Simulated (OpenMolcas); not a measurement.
# Pt2+: effect of the ligand basis

Pt2+ with 6 ligands (fluoride) in octahedral coordination (Oh) at 2.11 Å. A charge of +0.667 e stands 2.4 Å behind each ligand.

- Program: OpenMolcas 26.06
- Method: SS-CASPT2, IPEA 0.25 Eh, imaginary shift 0.1 Eh (closed shells correlated: 5s 5p and the ligand valence shells)
- Spin-orbit coupling: RASSI with atomic mean-field integrals over the reference wave functions

Fixed: metal basis ANO-RCC-VTZP, active space 8 electrons in 5 orbitals (5d), DKH2 Hamiltonian.

States (labels of O, the rotations of Oh). Energies in cm-1 above the lowest state or level, χT in cm3 K/mol; 10Dq and B are least-squares fits to the states below 45000 cm-1, weighted by degeneracy, with a free offset, and given where the rms deviation is under 5 % of |10Dq| (or 100 cm-1) and under 700 cm-1.

```
Run  Ligand basis  Ground state  First state of that spin   10Dq  B (rms of fit)  First gap with spin-orbit (degeneracies)  χT at 300 K  First state of another spin                      Cost
  A  ANO-RCC-VDZP           3A2                 3T2 17170  17157       554 (343)                               7210 (3, 2)        1.735                      1E 8380  roughly 2.1 core-minutes
  B  ANO-RCC-VTZP           3A2                 3T2 15820                                                      6600 (3, 2)        1.759                      1E 7790    roughly 7 core-minutes
```

Against A, the first state of the same spin changes by -7.9 % in B.

Costs are those of the CASPT2 steps.

Roots that are degenerate in the reference are averaged as groups; the widest CASPT2 spread within a group is 82 cm-1 (the 3-fold group of multiplicity 3 near 17200 cm-1 above the lowest state of its run, A). Shifts and gaps below about the spread of the groups concerned are not significant. Over all roots computed the reference weight is 0.69 in A, 0.67 to 0.68 in B; a low but even weight reflects the number of correlated electrons. Real 4d8 and 5d8 ions are as a rule square planar and diamagnetic. Ligand-to-metal charge-transfer states are missing. With no ligand orbital active B as a rule stays too high, so bands that hang on it stand too high and its fall with covalency is understated. With one d shell and no ligand orbital active, 10Dq can be off by a tenth or more. The least metal-like active orbital is 82 % on the metal (Löwdin) and no ligand orbital is active, so the numbers are rough (holds for B). No measured value stands beside these numbers; the geometry is a model, was not optimised and need not be the one that this ion takes.
